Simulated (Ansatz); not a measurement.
Conformers of `C[SiH2]S[SiH](C)Cl`, each relaxed with PBE0-D4/def2-TZVP in Ansatz. CBS adds the triple-zeta coupled-cluster correction to the MP2 limit.

Not all of them had a frequency check.

Conformer A:

Z-matrix (Å, degrees):
```
C
Si 1 1.860
H 1 1.091 2 110.4
H 1 1.092 2 110.5 3 -120.0
H 1 1.094 2 110.2 3 120.1
S 2 2.152 1 111.4 3 62.5
H 2 1.485 1 111.0 3 179.3
H 2 1.487 1 111.2 3 -59.5
Si 6 2.123 2 100.6 1 -94.0
C 9 1.854 6 113.5 2 -70.4
Cl 9 2.069 6 111.2 2 51.4
H 9 1.481 6 105.3 2 166.9
H 10 1.093 9 110.1 6 -178.4
H 10 1.091 9 111.0 6 61.4
H 10 1.093 9 109.6 6 -58.7
```

Conformer B:

Z-matrix (Å, degrees):
```
C
Si 1 1.863
H 1 1.092 2 111.0
H 1 1.094 2 109.2 3 -119.6
H 1 1.092 2 111.4 3 121.3
S 2 2.153 1 113.1 3 -54.2
H 2 1.485 1 111.1 3 61.4
H 2 1.484 1 110.7 3 -177.4
Si 6 2.121 2 101.2 1 -46.9
C 9 1.853 6 108.2 2 -169.7
Cl 9 2.066 6 111.1 2 -49.4
H 9 1.482 6 110.9 2 66.9
H 10 1.093 9 110.1 6 -59.7
H 10 1.092 9 110.2 6 -179.6
H 10 1.092 9 110.5 6 60.3
```

Problem. Which is lowest in electronic energy at CCSD(T)/CBS (frozen core, def2 sets), and by how much? (Estimate.)

Solution. Computed: A; B lies 0.8 kJ/mol higher. Gaps under about 2 kJ/mol don't settle the order.

Problem. Give the energies relative to A (kJ/mol) with PBE/def2-TZVPP, HF/def2-TZVPP, SCS-MP2/def2-TZVPP, CCSD/def2-TZVPP, CCSD(T)/def2-TZVPP, MP2/CBS(def2), CCSD/CBS(def2). (Best estimate.)

Solution. Ansatz gave: 
```json
{"level": "PBE/def2-TZVPP", "B": "0.8"}
{"level": "HF/def2-TZVPP", "B": "-0.2"}
{"level": "SCS-MP2/def2-TZVPP", "B": "-0.1"}
{"level": "CCSD/def2-TZVPP", "B": "0.0"}
{"level": "CCSD(T)/def2-TZVPP", "B": "0.1"}
{"level": "MP2/CBS(def2)", "B": "0.7"}
{"level": "CCSD/CBS(def2)", "B": "0.7"}
```
